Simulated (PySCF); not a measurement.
**C²⁺: excitation energy**

C²⁺ [He] 2s2 (1S) → C²⁺ [He] 2s1 2p1 (3P), as a difference of total energies. All numbers are calculated (PySCF 2.14, the non-relativistic Hamiltonian (point nucleus), in dyall-acv3z). Correlated levels: valence: 1s2 frozen; valence and next inner shell: nothing frozen; virtual orbitals above 40 to 60 times the deepest correlated orbital energy dropped. The calculations carry no spin-orbit coupling.

```
                                method  excitation energy (eV)
                                   UHF                   4.636
                                   LDA                   5.699
                                   PBE                   5.593
                                  PBE0                   5.537
                                r2SCAN                   5.052
                               wB97X-V                   5.921
                                  PW91                   5.573
                                  BLYP                   5.693
                               LC-wPBE                   5.536
                         MP2 (valence)                   5.768
                     SCS-MP2 (valence)                   6.080
    MP2 (valence and next inner shell)                   5.792
SCS-MP2 (valence and next inner shell)                   6.109
```

Q: How much does correlation contribute at MP2 (valence and next inner shell)?

A: 5.792 − (4.636) = 1.156 eV, measured against UHF.

A first-order spin-orbit estimate (lowest level to lowest level, LS coupling) adds -0.007 eV.
